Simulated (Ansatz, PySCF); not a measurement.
Cl₄H₃NTi, SMILES [NH3]->[Ti]([Cl])([Cl])([Cl])[Cl], multiplicity 1. Atoms are numbered in the order given.

```xyz
9

Ti     0.1016    -0.1280     0.1729
Cl     2.2958    -0.1394     0.0999
Cl    -0.1449     1.3446     1.7538
Cl    -0.9785     0.9373    -1.4142
Cl    -0.9074    -1.8107     1.1583
N      0.3581    -1.6631    -1.4736
H      0.8890    -2.4674    -1.1360
H      0.8581    -1.2600    -2.2674
H     -0.5502    -1.9943    -1.8021
```
Charge 0, spin multiplicity 1.

Coordinates come from a ωB97X-D3(BJ)/def2-SVP optimisation. The spin state was assumed, not searched.

Two levels are set side by side: PBE-D3(BJ)/def2-SVP (Ansatz, a program for electronic structure) and ωB97X-D3(BJ)/def2-SVP (PySCF). Each level has its own optimised geometry; the coordinates shown are those of the second. Frequencies come from the Hessian of PySCF at each geometry. Differences are taken from unrounded values.

```csv
quantity,ωB97X-D3(BJ)
mean bond length (Å),1.761
bond Ti1–Cl2 (Å),2.195
bond Ti1–Cl3 (Å),2.174
bond Ti1–Cl4 (Å),2.196
bond Ti1–Cl5 (Å),2.196
bond Ti1–N6 (Å),2.266
bond N6–H7 (Å),1.021
bond N6–H8 (Å),1.021
bond N6–H9 (Å),1.021
highest harmonic wavenumber (cm⁻¹),3639
mean harmonic wavenumber (cm⁻¹),946
zero-point energy (kcal/mol),28.39
```

Task: What does PBE-D3(BJ) give, and how far is it from ωB97X-D3(BJ)? (The exact figures need the calculation; the answer reports its results.)

Result: 
| quantity | PBE-D3(BJ) | PBE-D3(BJ) minus ωB97X-D3(BJ) |
|---|---|---|
| mean bond length (Å) | 1.782 | 0.021 |
| bond Ti1–Cl2 (Å) | 2.222 | 0.026 |
| bond Ti1–Cl3 (Å) | 2.206 | 0.032 |
| bond Ti1–Cl4 (Å) | 2.222 | 0.026 |
| bond Ti1–Cl5 (Å) | 2.222 | 0.026 |
| bond Ti1–N6 (Å) | 2.300 | 0.034 |
| bond N6–H7 (Å) | 1.029 | 0.008 |
| bond N6–H8 (Å) | 1.029 | 0.008 |
| bond N6–H9 (Å) | 1.029 | 0.008 |
| highest harmonic wavenumber (cm⁻¹) | 3514 | -124 |
| mean harmonic wavenumber (cm⁻¹) | 903 | -43 |
| zero-point energy (kcal/mol) | 27.11 | -1.29 |

GGA bonds tend to be longer and softer than those of functionals with exact exchange. Differences between two approximate levels are no errors against the true value.
